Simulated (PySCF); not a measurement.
Molfile (atoms numbered from 1):
```
C5H8F2O2Si
     RDKit          3D

 18 18  0  0  0  0  0  0  0  0999 V2000
    2.9851   -1.0935    0.0902 O   0  0  0  0  0  0  0  0  0  0  0  0
    2.4402   -0.5477   -0.8286 C   0  0  0  0  0  0  0  0  0  0  0  0
    0.9863   -0.2142   -0.8716 C   0  0  1  0  0  0  0  0  0  0  0  0
    0.6733    0.2510   -2.1463 F   0  0  0  0  0  0  0  0  0  0  0  0
    0.2230   -1.3410   -0.5848 O   0  0  0  0  0  0  0  0  0  0  0  0
   -1.1232   -1.2061   -0.2854 C   0  0  2  0  0  0  0  0  0  0  0  0
   -1.7985   -0.6644   -1.3572 F   0  0  0  0  0  0  0  0  0  0  0  0
   -1.4665   -0.3939    0.9623 C   0  0  0  0  0  0  0  0  0  0  0  0
   -1.1363    1.0888    0.7771 C   0  0  0  0  0  0  0  0  0  0  0  0
    0.7087    1.2714    0.3695 Si  0  0  0  0  0  4  0  0  0  0  0  0
    2.9928   -0.1585   -1.7032 H   0  0  0  0  0  0  0  0  0  0  0  0
   -1.4805   -2.2417   -0.1903 H   0  0  0  0  0  0  0  0  0  0  0  0
   -2.5338   -0.5232    1.1540 H   0  0  0  0  0  0  0  0  0  0  0  0
   -0.9097   -0.8194    1.7984 H   0  0  0  0  0  0  0  0  0  0  0  0
   -1.7512    1.4846   -0.0338 H   0  0  0  0  0  0  0  0  0  0  0  0
   -1.4067    1.6374    1.6790 H   0  0  0  0  0  0  0  0  0  0  0  0
    1.0428    2.4799   -0.3776 H   0  0  0  0  0  0  0  0  0  0  0  0
    1.5452    0.9969    1.5365 H   0  0  0  0  0  0  0  0  0  0  0  0
  1  2  2  0
  2  3  1  0
  3  4  1  6
  3  5  1  0
  5  6  1  0
  6  7  1  0
  6  8  1  0
  8  9  1  0
  9 10  1  0
 10  3  1  0
  2 11  1  0
  6 12  1  1
  8 13  1  0
  8 14  1  0
  9 15  1  0
  9 16  1  0
 10 17  1  0
 10 18  1  0
M  END
```

Computational details: shielding tensors at PBE0/pcSseg-1 (GIAO), GFN2-xTB geometry, in PySCF 2.14 (gas phase, no relativistic terms, single conformer).

Predict the 2D correlation tables (HSQC, COSY, HMBC).

Answers



HSQC (one-bond C–H):
```
         δH          δC
10.18 (H11)  205.9 (C2)
 6.11 (H12)  110.2 (C6)
 2.37 (H13)   30.0 (C8)
 1.81 (H15)   -0.3 (C9)
 1.77 (H14)   30.0 (C8)
 0.91 (H16)   -0.3 (C9)
```

COSY cross peaks (H two or three bonds apart, from the bond graph; peaks can be absent where the dihedral angle is near 90°):
```
        δH          δH
6.11 (H12)  2.37 (H13)
6.11 (H12)  1.77 (H14)
4.15 (H17)  4.09 (H18)
4.15 (H17)  1.81 (H15)
4.15 (H17)  0.91 (H16)
4.09 (H18)  1.81 (H15)
4.09 (H18)  0.91 (H16)
2.37 (H13)  1.81 (H15)
2.37 (H13)  1.77 (H14)
2.37 (H13)  0.91 (H16)
1.81 (H15)  1.77 (H14)
1.81 (H15)  0.91 (H16)
1.77 (H14)  0.91 (H16)
```

HMBC (two and three bonds, from the bond graph):
```
         δH                                            δC
10.18 (H11)                                    116.3 (C3)
 6.11 (H12)              116.3 (C3), 30.0 (C8), -0.3 (C9)
 4.15 (H17)  205.9 (C2), 116.3 (C3), 30.0 (C8), -0.3 (C9)
 4.09 (H18)  205.9 (C2), 116.3 (C3), 30.0 (C8), -0.3 (C9)
 2.37 (H13)                         110.2 (C6), -0.3 (C9)
 1.81 (H15)             116.3 (C3), 110.2 (C6), 30.0 (C8)
 1.77 (H14)                         110.2 (C6), -0.3 (C9)
 0.91 (H16)             116.3 (C3), 110.2 (C6), 30.0 (C8)
```

Shifts are taken against calculated references (same method and geometry level): TMS for $^{1}$H and $^{13}$C.

Shifts are as computed. Against solution values, carbons near 30 ppm lie about +3 ppm off and those near 130 ppm about +5 ppm. Of 1309 compounds with measured shifts, 239 miss one by over three times the rms of a fit or turn the order of signals round; such compounds aren't used in these exercises.
